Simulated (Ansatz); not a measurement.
[InBrH3]- (InH3Br⁻). Total charge -1; triplet. Geometry r2SCAN-D4/def2-TZVPD, that of the charge -1 singlet.

Cartesian coordinates in Å:
```
In -0.270 -0.059 0.028
Br 2.319 0.503 -0.243
H -0.346 -1.008 1.506
H -0.665 -0.956 -1.431
H -1.037 1.519 0.140
```

In the def2 sets In takes a core potential; there is no spin–orbit coupling. At PBE-D4/def2-TZVPD, r2SCAN-D4/def2-TZVPD, PBE0-D4/def2-TZVPD the highest occupied level of the charge -1 triplet lies above zero (up to 1.91 eV). By energy differences it is unbound by 0.39 eV (vertical, to the charge 0 doublet, at r2SCAN-D4/def2-TZVPD) and held by the finite basis. At PBE-D4/def2-TZVPD an occupied level of the charge -1 triplet lies above an empty one (by up to 0.12 eV), so this SCF solution is probably not the lowest. At PBE-D4/def2-TZVPD, r2SCAN-D4/def2-TZVPD the gap within one spin of the charge -1 triplet nearly closes, so an electron or hole may be smeared out by delocalisation error. At PBE0-D4/def2-TZVPD a singlet of charge -1 lies 5.01 eV below the triplet at the same geometry.

**Question.** Estimate the α-spin orbital energies around the gap (eV) in Ansatz with PBE-D4/def2-TZVPD, r2SCAN-D4/def2-TZVPD, PBE0-D4/def2-TZVPD.

**Answer.** 
| orbital | PBE-D4/def2-TZVPD | r2SCAN-D4/def2-TZVPD | PBE0-D4/def2-TZVPD |
| --- | --- | --- | --- |
| HOMO−5 | -4.37 | -4.80 | -5.77 |
| HOMO−4 | -3.88 | -4.17 | -5.22 |
| HOMO−3 | -3.68 | -3.97 | -4.95 |
| HOMO−2 | -3.56 | -3.90 | -4.83 |
| HOMO−1 | -2.91 | -3.19 | -4.07 |
| HOMO | 1.87 | 1.91 | 1.57 |
| LUMO | 2.24 | 2.48 | 2.61 |
| LUMO+1 | 2.87 | 3.16 | 3.44 |
| LUMO+2 | 3.21 | 3.53 | 3.63 |
| LUMO+3 | 3.25 | 3.55 | 3.67 |
| LUMO+4 | 3.50 | 3.79 | 4.02 |
| LUMO+5 | 3.55 | 3.92 | 4.03 |
| β HOMO | -2.63 | -2.85 | -3.66 |
| β LUMO | -2.75 | -2.81 | -2.27 |
